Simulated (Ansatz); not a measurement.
Reaction (silylene formation by 1,1-elimination): `O[Si](F)([SiH3])Cl` → `O[Si]F` + `[SiH3]Cl`

Isolated molecules relaxed with PBE0-D4/def2-TZVP in Ansatz; ΔE leaves out vibrations. CCSD(T)/CBS adds triple-zeta CCSD(T) − MP2 to the extrapolated MP2 energy (def2 sets, frozen cores). This one scheme is used for every species. Functionals use def2-TZVPP. One conformer a species, not always the lowest.

```csv
level,ΔE (eV)
r2SCANh-D4,1.75
CAM-B3LYP-D4,1.51
CAM-B3LYP,1.40
RPA@PBE/def2-TZVPP,1.30
```

**Question.** What does CCSD(T)/CBS give? (An estimate is asked.)

**Answer.** The calculation gave: +1.53 eV. The listed levels differ from it by 0.22, -0.02, -0.13, -0.23 eV.

Largest T1 diagnostic among the species: 0.015.

From r2SCAN to r2SCAN0 (25 % exact exchange), in def2-TZVPP and without D4, ΔE moves by +0.04 eV. In def2-TZVPP, CCSD(T) changes the Hartree–Fock value by +0.10 eV (the triples alone add +0.02 eV) and MP2 by +0.17 eV.
